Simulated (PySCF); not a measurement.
Start geometry of `C=C=CCC(F)F` from a GFN2-xTB structure with every atom displaced at random (by about 0.01 Å) (Å):
```
atom  x, y, z in Å
C1     2.3579    0.3797   -0.1420
C2     1.3008   -0.3758   -0.0690
C3     0.2536   -1.1545    0.0045
C4    -1.1232   -0.6863    0.0621
C5    -1.2791    0.8167   -0.0044
F6    -0.8649    1.4022    1.1585
F7    -2.5655    1.1893   -0.1455
H8     2.7695    0.7089   -1.1002
H9     2.8272    0.7885    0.7550
H10    0.4051   -2.2275    0.0681
H11   -1.7256   -1.1072   -0.7676
H12   -1.6210   -1.0360    0.9964
H13   -0.7291    1.2850   -0.8262
```

Question: What comes out of this run: PBE0-D3(BJ)/def2-SVP geometry optimisation, gas phase in PySCF 2.14.0?

Answer: 
```
atom  x, y, z in Å
C1     2.3991    0.3623   -0.1797
C2     1.3279   -0.3866   -0.1410
C3     0.2532   -1.1350   -0.0935
C4    -1.1634   -0.6409   -0.0187
C5    -1.3044    0.8483    0.1668
F6    -0.8500    1.2177    1.3843
F7    -2.6137    1.1871    0.0976
H8     2.8221    0.7062   -1.1299
H9     2.9078    0.6689    0.7406
H10    0.3849   -2.2244   -0.1186
H11   -1.7067   -0.9168   -0.9384
H12   -1.6950   -1.1294    0.8151
H13   -0.7542    1.4302   -0.5936
```

The energy falls by 0.082 eV over 6 energy and gradient evaluations, the largest force component goes from 0.0364 to 2.2e-04 Eh/bohr, and the atoms move by 0.082 Å rms after alignment. The bond that changes most is C3–C4 (outer carbon of cumulated double bonds to chain CH2 carbon), which lengthens by 0.047 Å. Bonds longer at the end by more than 0.005 Å: 5 of 12; shorter: 4. Among the angles that change most is C4–C5–F7, from 112.2° to 109.3°. Rotational constants go from 4959, 1641, 1384 to 5064, 1576, 1350 MHz. The orientation of the end geometry is arbitrary; only internal coordinates are fixed.

The run used 128 basis functions and 41 SCF cycles in all. Hardware: Arm Neoverse V2, one thread, no GPU, shared host with 32 logical CPUs at a one-minute load of 30. Cost: 45 s, 0.48 GiB resident at most.

Stationary, but not proved a minimum. The numbers are those of one conformer.
